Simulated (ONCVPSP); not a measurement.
**Configuration tests for Si (ONCV)**

```json
{"Element": "Si", "Generator": "ONCVPSP 4.0.1", "Type": "optimised norm-conserving Vanderbilt (ONCV)", "Functional": "PBE", "Relativity": "scalar-relativistic", "Frozen core": "[Ne]", "Valence charge": "4", "Reference configuration": "3s2 3p2", "Partial waves": "3s: rc 1.70 bohr, ncon 5, nbas 9, qcut 3 1/bohr, local; 3p: rc 2.15 bohr, ncon 4, nbas 9, qcut 4.1 1/bohr, 2 projectors, debl 0.3 Ha", "Local potential": "the s channel", "Core correction": "Teter function, fcfact 1.75, rcfact 1.2"}
```

Energies are relative to the spin-unpolarised reference configuration 3s2 3p2; without spin polarisation the order of configurations can differ from experiment.

Task: Give the all-electron excitation energy and the error of the potential for: 3s2 3p1; 3s2 3p0; 3s1 3p0; 3s2 3p1.5.

Result:

| valence configuration | charge | ΔE all-electron (eV) | error AE − PS (meV) |
| --- | --- | --- | --- |
| 3s2 3p1 | +1 | 7.740 | -0.9 |
| 3s2 3p0 | +2 | 23.733 | +0.6 |
| 3s1 3p0 | +3 | 57.704 | +50 |
| 3s2 3p1.5 | +0.5 | 2.921 | -0.3 |

Levels in the configuration 3s2 3p1.5:

```tsv
level	all-electron (eV)	pseudo (eV)
3s	-14.728	-14.728
3p	-7.677	-7.677
```
